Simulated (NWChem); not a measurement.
System: C₂H₂ClF₃; SMILES F[C@@H](C(F)F)Cl

```xyz
8

F     -0.2311    -2.0343     0.6149
C      0.4573    -0.9094     0.2630
F      0.9181    -1.0597    -1.0016
C     -0.5078     0.2824     0.3425
F     -1.4900     0.1438    -0.5832
Cl     0.4039     1.8051     0.0785
H      1.3160    -0.7720     0.9599
H     -0.9563     0.3395     1.3570
```
Atoms are numbered in this order, from 1.

Computed with NWChem. Pople sets run with spherical d functions. Coordinates come from a PBE-D3(BJ)/def2-SVP optimisation. Level: M06-2X/6-31G* with SMD (1 M gas to 1 M solution), gas-phase geometry.

```json
[
 {"solvent": "water", "dielectric constant": "78.4", "solvation free energy (kcal/mol)": "-2.2", "cavity-dispersion-structure term (kcal/mol)": "3.6", "dipole in solution (D)": "2.92"},
 {"solvent": "ethanol", "dielectric constant": "24.9", "solvation free energy (kcal/mol)": "-5.9", "cavity-dispersion-structure term (kcal/mol)": "-0.3", "dipole in solution (D)": "2.90"},
 {"solvent": "1,4-dioxane", "dielectric constant": "2.21", "solvation free energy (kcal/mol)": "-2.7", "cavity-dispersion-structure term (kcal/mol)": "0.3", "dipole in solution (D)": "2.57"},
 {"solvent": "2-propanol", "dielectric constant": "19.3", "solvation free energy (kcal/mol)": "-5.9", "cavity-dispersion-structure term (kcal/mol)": "-0.4", "dipole in solution (D)": "2.89"},
 {"solvent": "1-propanol", "dielectric constant": "20.5", "solvation free energy (kcal/mol)": "-5.8", "cavity-dispersion-structure term (kcal/mol)": "-0.2", "dipole in solution (D)": "2.89"},
 {"solvent": "dichloromethane", "dielectric constant": "8.93", "solvation free energy (kcal/mol)": "-5.7", "cavity-dispersion-structure term (kcal/mol)": "-0.5", "dipole in solution (D)": "___"},
 {"solvent": "n-hexane", "dielectric constant": "1.88", "solvation free energy (kcal/mol)": "-3.2", "cavity-dispersion-structure term (kcal/mol)": "-0.7", "dipole in solution (D)": "2.51"}
]
```

Problem. Some entries are withheld; supply them.

Solution. 
- dichloromethane, dipole in solution (D): 2.84
